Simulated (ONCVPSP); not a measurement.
**Logarithmic derivatives: Bi (Z = 83), ONCV**

Bi (Z = 83), optimised norm-conserving Vanderbilt (ONCV), made with ONCVPSP 4.0.1 (LDA (Perdew-Zunger), scalar-relativistic). Core [Xe] 4f14, reference 5d10 6s2 6p3. Waves: 6s: rc 1.90 bohr, ncon 5, nbas 9, qcut 3 1/bohr, 2 projectors, debl 1.4 Ha; 6p: rc 2.15 bohr, ncon 4, nbas 7, qcut 4 1/bohr, 2 projectors, debl 1.7 Ha; 5d: rc 1.45 bohr, ncon 4, nbas 8, qcut 12.4 1/bohr, 1 projector. Local part: polynomial inside 1.30 bohr (lpopt 5, dvloc0 4 Ha). Core correction: polynomial model core, fcfact 0.2.

The phase is arctan(r·R′/R) of the radial function R(r), unwrapped; energies in Ha, scanned from -2 to 5 Ha. A pole is an energy at which the radial function vanishes at the test radius. The pseudo phase is shifted by a multiple of π to meet the all-electron one at the reference energy, and phase errors are pseudo minus all-electron; the curves can meet again beyond the range given. Levels narrower than the energy grid can be missing from the lists of poles. Where the grid stepped over a known ghost or core level, its pole and its step of π were put in at the level’s energy.

| channel | radius (bohr) | reference energy (Ha) | poles, all-electron | poles, pseudo | unbroken range about the reference energy with phases within 0.05 rad | phase error 1 Ha above the reference energy (rad) |
| --- | --- | --- | --- | --- | --- | --- |
| s | 1.93 | -0.54 | 1.89 | -1.20, 1.89 | -1.1 to 4.3 | +0.000 |
| p | 2.19 | -0.18 | 2.04 | 2.06 | below 4.1 | -0.001 |
| d | 1.47 | -1.00 | 0.61 | 0.60 | below 4.2 | -0.000 |

Note: ghosts flagged at negative energy: s at -32.7 eV; GHOST(+) flagged for p at 45.5 eV. A true bound ghost makes a file unfit for plane-wave use.

Phases in the s channel:

```
E (Ha)  all-electron  pseudo
 -1.98         0.954   4.086
 -1.80         0.861   3.990
 -1.62         0.733   3.859
 -1.44         0.555   3.674
 -1.26         0.308   3.382
 -1.08        -0.007   0.011
 -0.90        -0.347  -0.344
 -0.72        -0.643  -0.643
 -0.54        -0.868  -0.868
 -0.36        -1.029  -1.029
 -0.18        -1.146  -1.146
  0.00        -1.232  -1.232
  0.18        -1.298  -1.298
  0.36        -1.350  -1.350
  0.54        -1.392  -1.392
  0.72        -1.427  -1.427
  0.90        -1.457  -1.457
  1.08        -1.483  -1.483
  1.26        -1.506  -1.506
  1.44        -1.526  -1.526
  1.62        -1.545  -1.545
  1.80        -1.562  -1.562
  1.98        -1.579  -1.579
  2.16        -1.595  -1.595
  2.34        -1.610  -1.610
  2.52        -1.625  -1.625
  2.70        -1.640  -1.641
  2.88        -1.656  -1.657
  3.06        -1.672  -1.674
  3.24        -1.689  -1.692
  3.42        -1.708  -1.713
  3.60        -1.728  -1.736
  3.78        -1.751  -1.762
  3.96        -1.777  -1.795
  4.14        -1.807  -1.836
  4.32        -1.843  -1.891
  4.50        -1.889  -1.968
  4.68        -1.946  -2.088
  4.86        -2.023  -2.296
```
